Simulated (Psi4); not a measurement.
Psi4 input (wB97X-D/6-31G*):

```
memory 1500 MB

molecule {
0 2
C     0.69576000   -0.07813900   -1.73553100
Si    0.02758200    0.00512900   -0.01380000
C    -1.82713900    0.25641200   -0.10615900
N     0.94907300    1.22498300    0.77658500
N     0.24566300   -1.41112400    0.95372300
H     0.09904900   -0.40344500   -2.58208400
H     1.73889500    0.10342000   -1.97588100
H    -2.32115400   -0.57887100   -0.61050900
H    -2.25964800    0.34854400    0.89244700
H    -2.06710100    1.16451900   -0.66320200
H     0.82809800    1.40411600    1.76090500
H     1.25346900    2.04736600    0.28154200
H    -0.41000000   -2.17403900    0.88818000
H     1.17736900   -1.75006000    1.13977300
symmetry c1
no_reorient
no_com
}

set {
  basis 6-31G*
  reference uks
  scf_type pk
  dft_radial_points 99
  dft_spherical_points 590
  e_convergence 1e-8
  d_convergence 1e-7
  maxiter 150
}

e = energy('wb97x-d')
print_out(f'\nFINAL {e:.10f} DIPOLE {variable("CURRENT DIPOLE")[0]:.6f} {variable("CURRENT DIPOLE")[1]:.6f} {variable("CURRENT DIPOLE")[2]:.6f}\n')
```

Output:

```
   => Loading Basis Set <=

    Name: 6-31G*
    Role: ORBITAL
    Keyword: BASIS
    atoms 1, 3 entry C          line   111 file 6-31gs.gbs
    atoms 2    entry SI         line   268 file 6-31gs.gbs
    atoms 4-5  entry N          line   128 file 6-31gs.gbs
    atoms 6-14 entry H          line    44 file 6-31gs.gbs

   => WB97X-D: Empirical Dispersion <=

    Chai and Head-Gordon Dispersion Correction
    Chai, J.-D.; Head-Gordon, M. (2010), J. Chem. Phys., 132: 6615-6620

        s6 =       1.000000

         ---------------------------------------------------------
                                   SCF
               by Justin Turney, Rob Parrish, Andy Simmonett
                          and Daniel G. A. Smith
                              UKS Reference
         ---------------------------------------------------------

  ==> Geometry <==

    Molecular point group: c1
    Full point group: C1

    Geometry (in Angstrom), charge = 0, multiplicity = 2:

       Center              X                  Y                   Z               Mass
    ------------   -----------------  -----------------  -----------------  -----------------
         C            0.695760000000    -0.078139000000    -1.735531000000    12.000000000000
         SI           0.027582000000     0.005129000000    -0.013800000000    27.976926534650
         C           -1.827139000000     0.256412000000    -0.106159000000    12.000000000000
         N            0.949073000000     1.224983000000     0.776585000000    14.003074004430
         N            0.245663000000    -1.411124000000     0.953723000000    14.003074004430
         H            0.099049000000    -0.403445000000    -2.582084000000     1.007825032230
         H            1.738895000000     0.103420000000    -1.975881000000     1.007825032230
         H           -2.321154000000    -0.578871000000    -0.610509000000     1.007825032230
         H           -2.259648000000     0.348544000000     0.892447000000     1.007825032230
         H           -2.067101000000     1.164519000000    -0.663202000000     1.007825032230
         H            0.828098000000     1.404116000000     1.760905000000     1.007825032230
         H            1.253469000000     2.047366000000     0.281542000000     1.007825032230
         H           -0.410000000000    -2.174039000000     0.888180000000     1.007825032230
         H            1.177369000000    -1.750060000000     1.139773000000     1.007825032230

  Running in c1 symmetry.

  Rotational constants: A =      0.12146  B =      0.11598  C =      0.10545 [cm^-1]
  Rotational constants: A =   3641.28712  B =   3476.96216  C =   3161.20870 [MHz]
  Nuclear repulsion =  243.226588621220827

  Charge       = 0
  Multiplicity = 2
  Electrons    = 49
  Nalpha       = 25
  Nbeta        = 24

[...]
      71A      1.329474    72A      1.405291    73A      1.750138
      74A      1.764679    75A      1.768104    76A      1.814084
      77A      1.902497    78A      1.928676    79A      1.977000
      80A      2.002732    81A      2.143925    82A      2.198555
      83A      2.246625    84A      2.285907    85A      2.343525
      86A      2.384810    87A      2.391900    88A      2.394549
      89A      2.460632    90A      2.516737    91A      2.566877
      92A      2.590251    93A      3.178502    94A      3.835517
      95A      3.859776    96A      4.249992    97A      4.310016

    Beta Occupied:

       1A    -66.273250     2A    -14.409301     3A    -14.409097
       4A    -10.272402     5A    -10.257048     6A     -5.379702
       7A     -3.725363     8A     -3.724806     9A     -3.723960
      10A     -0.935021    11A     -0.911024    12A     -0.776340
      13A     -0.718285    14A     -0.585612    15A     -0.559805
      16A     -0.555257    17A     -0.488898    18A     -0.481191
      19A     -0.466528    20A     -0.451812    21A     -0.423146
      22A     -0.388565    23A     -0.319365    24A     -0.313648

    Beta Virtual:

      25A      0.008494    26A      0.156533    27A      0.181347
      28A      0.200854    29A      0.216581    30A      0.230683
      31A      0.238820    32A      0.241002    33A      0.257413
      34A      0.275001    35A      0.278572    36A      0.296717
      37A      0.320465    38A      0.351165    39A      0.386379
      40A      0.435008    41A      0.484467    42A      0.502733
      43A      0.545366    44A      0.643256    45A      0.666502
      46A      0.684853    47A      0.779884    48A      0.789916
      49A      0.807471    50A      0.858467    51A      0.872194
      52A      0.926869    53A      0.961557    54A      0.968864
      55A      0.979586    56A      0.981409    57A      1.010586
      58A      1.018999    59A      1.037143    60A      1.046216
      61A      1.051942    62A      1.063915    63A      1.083760
      64A      1.086224    65A      1.113880    66A      1.142812
      67A      1.166957    68A      1.196294    69A      1.215992
      70A      1.289517    71A      1.330370    72A      1.405922
      73A      1.767630    74A      1.785056    75A      1.803079
      76A      1.828428    77A      1.907384    78A      1.949107
      79A      1.981808    80A      2.024729    81A      2.192049
      82A      2.225358    83A      2.250398    84A      2.287975
      85A      2.355127    86A      2.387196    87A      2.394090
      88A      2.403710    89A      2.465293    90A      2.517708
      91A      2.567867    92A      2.591267    93A      3.179706
      94A      3.836427    95A      3.861325    96A      4.291163
      97A      4.317148

    Final Occupation by Irrep:
              A
    DOCC [    24 ]
    SOCC [     1 ]
    NA   [    25 ]
    NB   [    24 ]

  @UKS Final Energy:  -480.55463625542603

   => Energetics <=

    Nuclear Repulsion Energy =            243.2265886212208272
    One-Electron Energy =               -1142.6697825503906643
    Two-Electron Energy =                 453.2501707795225343
    DFT Exchange-Correlation Energy =     -34.3560114912575756
    Empirical Dispersion Energy =          -0.0056016145211395
    VV10 Nonlocal Energy =                  0.0000000000000000
    Total Energy =                       -480.5546362554260327

  UHF NO Occupations:
  HONO-2 :   23  A 1.9996886
  HONO-1 :   24  A 1.9988804
  HONO-0 :   25  A 1.0000000
  LUNO+0 :   26  A 0.0011196
  LUNO+1 :   27  A 0.0003114
  LUNO+2 :   28  A 0.0002560
  LUNO+3 :   29  A 0.0002314

Computation Completed

Properties will be evaluated at   0.000000,   0.000000,   0.000000 [a0]

Properties computed using the SCF density matrix

 Multipole Moments:

 ------------------------------------------------------------------------------------
     Multipole            Electronic (a.u.)      Nuclear  (a.u.)        Total (a.u.)
 ------------------------------------------------------------------------------------

 L = 1.  Multiply by 2.5417464519 to convert [e a0] to [Debye]
 Dipole X            :          0.0359067            0.0000057            0.0359123
 Dipole Y            :         -0.0271824            0.0000132           -0.0271691
 Dipole Z            :         -0.0152301           -0.0000246           -0.0152547
 Magnitude           :                                                    0.0475454

 ------------------------------------------------------------------------------------

FINAL -480.5546362554 DIPOLE 0.035912 -0.027169 -0.015255

*** Psi4 exiting successfully. Buy a developer a beer!
```

The geometry given is a B3LYP-D3(BJ)/def2-TZVP minimum.
